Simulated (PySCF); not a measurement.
**Working out the ionisation energy of C+**

C+ [He] 2s2 2p1 (2P) → C(2+) [He] 2s2 (1S). Computed with PySCF 2.14 in dyall-acv3z (15s9p4d2f, 76 functions), with no relativity, point nucleus. Frozen: nothing; the 5 highest virtual orbitals dropped. Energies in hartree (1 hartree = 27.21139 eV):

```csv
part,C+ (lower),C(2+) (upper)
UHF,-37.296698,-36.408412
MP2 opposite-spin,-0.093535,-0.089204
MP2 same-spin,-0.006600,-0.002209
```

What does Hartree-Fock give?

(-36.408412) − (-37.296698) = 0.888286 hartree = 24.171 eV.

What do MP2 and SCS-MP2 (6/5 opposite-spin, 1/3 same-spin) give?

The opposite-spin parts differ by 0.118 eV and the same-spin parts by 0.119 eV. MP2: 24.171 + (0.118) + (0.119) = 24.408 eV. SCS-MP2: 24.171 + 1.2 × (0.118) + (0.119)/3 = 24.352 eV.

Measured between the centres of the two terms (NIST): 24.378 eV, so MP2 (valence and next inner shell) is off by 0.030 eV.

What remains against the reference includes basis incompleteness and correlation beyond second order.
